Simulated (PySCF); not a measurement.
**Sb₂⁺ at UHF-SCS-MP2**

Computed with UHF-SCS-MP2; Sb cc-pVDZ-PP with ECP28; scalar-relativistic core potentials (PySCF 2.14).

```
state                          : ²Πu (doublet), unpaired electrons π ↑
bond length                    : 2.649 Å
harmonic wavenumber            : 224 cm⁻¹
force constant                 : 1.78 mdyn/Å
rotational constant Be         : 0.03975 cm⁻¹
anharmonicity ωexe             : 0.666 cm⁻¹
vibration–rotation constant αe : 0.000123 cm⁻¹
well depth De to Sb⁺ + Sb      : 2.48 eV
dissociation energy D0         : 2.46 eV
```

Correlated steps freeze 8 core orbitals. Correlated levels converge slowly with the basis: in double zeta they bind strong bonds too weakly, by up to about 1 eV, and carry superposition errors of some tenths. These are scalar-relativistic numbers at best; spin–orbit coupling would shift them, the dissociation energy most. The state is the lowest determinant that a PBE0 search found; another state may lie lower at other levels.
